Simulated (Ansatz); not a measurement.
A set of 12 reactions (group exchange), with CCSD(T)/CBS values in kJ/mol:

```tsv
reaction	ΔE
`C[SiH]([GeH3])C#N` + CH₄ → `C[SiH](C)[GeH3]` + `C#N`	52.6
`C=C[Si@@H](N)O[Si@H](N)Cl` + `CC` → `C=C[SiH](N)CC` + `N[SiH](O)Cl`	140.7
`FB(CCl)[SiH2]S` + `[ZnH2]` → `F[B]([ZnH])CCl` + `[SiH3]S`	4.2
`C[O][AlH][SH]` + `COCC(=N)O` → `N=[C](O)[AlH][SH]` + `COCOC`	170.4
`CB(S)CCl` + `C1=CN1` → `ClCC1=CN1` + `CBS`	26.0
`NC[O][SbH2]` + `COCC=O` → `CO[CH2][SbH2]` + `NCOC=O`	-21.4
`C=[CH][GaH][Cl]` + GeH₄ → `C=[CH][GaH][GeH3]` + HCl	92.7
`N=C[SiH](N)F` + `CO[SiH](N)O` → `CO[Si@@H](N)[Si@H](N)F` + `N=CO`	131.9
`[CH3][Ge]([NH2])([F])[Cl]` + SiH₄ → `[CH3][Ge]([F])([SiH3])[Cl]` + NH₃	7.3
`C=C[Si@@H](N)O[Si@H](N)Cl` + CH₃OH → `N[SiH](O)Cl` + `C=C[SiH](N)OC`	20.0
`F[SiH2]O[SiH2]Cl` + CH₄ → `C[SiH2]O[SiH2]Cl` + H–F	149.3
`O=[CH][GaH2]` + `[NH2][AlH2]` → `[NH2][AlH][GaH2]` + `C=O`	-44.9
```

Program: Ansatz. Geometries: PBE0-D4/def2-TZVP. ΔE: electronic, gas phase. CCSD(T)/CBS adds triple-zeta CCSD(T) − MP2 to the extrapolated MP2 energy (def2 sets, frozen cores). This one scheme is used for every species. DFT in def2-TZVPP. B3LYP here is the variant with VWN-RPA as its local correlation; programs differ in this. def2 core potentials past Kr. For Ga, Ge, Sb, Zn outer-core shells are correlated without core-valence functions, which leaves a few kJ/mol of doubt a bond. Scalar relativity is left out up to krypton. One conformer a species, not always the lowest.

Problem. Give the mean, mean absolute and largest difference (level minus CCSD(T)/CBS, kJ/mol) for: r2SCAN-D4, ωB97X-V, ωB97M-V, PBE, r2SCAN, PBE0, B3LYP, HF/def2-TZVPP, MP2/def2-TZVPP, SCS-MP2/def2-TZVPP, HF/def2-QZVPP, MP2/def2-QZVPP, MP2/CBS(def2), CCSD/CBS(def2). (Best estimate.)

Solution. The calculation gave: 
```
             level  mean  mean absolute  largest
         r2SCAN-D4  -1.0            5.2    -19.2
           ωB97X-V  -0.5            4.2    -17.4
           ωB97M-V   0.1            2.5     -6.3
               PBE  -9.3            9.8    -38.2
            r2SCAN  -1.1            5.4    -17.6
              PBE0  -6.1            6.7    -26.3
             B3LYP  -1.3            6.6     12.9
     HF/def2-TZVPP   8.3           12.8     28.7
    MP2/def2-TZVPP   1.4            3.7      9.2
SCS-MP2/def2-TZVPP   2.8            5.0     11.8
     HF/def2-QZVPP   9.2           13.3     29.6
    MP2/def2-QZVPP   1.8            3.1      6.7
     MP2/CBS(def2)   1.5            2.5      7.2
    CCSD/CBS(def2)   1.1            1.9      3.9
```

The largest T1 diagnostic in the set is 0.017, for `O=[CH][GaH2]` (customary mark 0.02).

CCSD(T)/CBS is a level of theory with its own doubt, and the functionals carry their triple-zeta basis error, so these figures describe this set and don't rank the functionals.
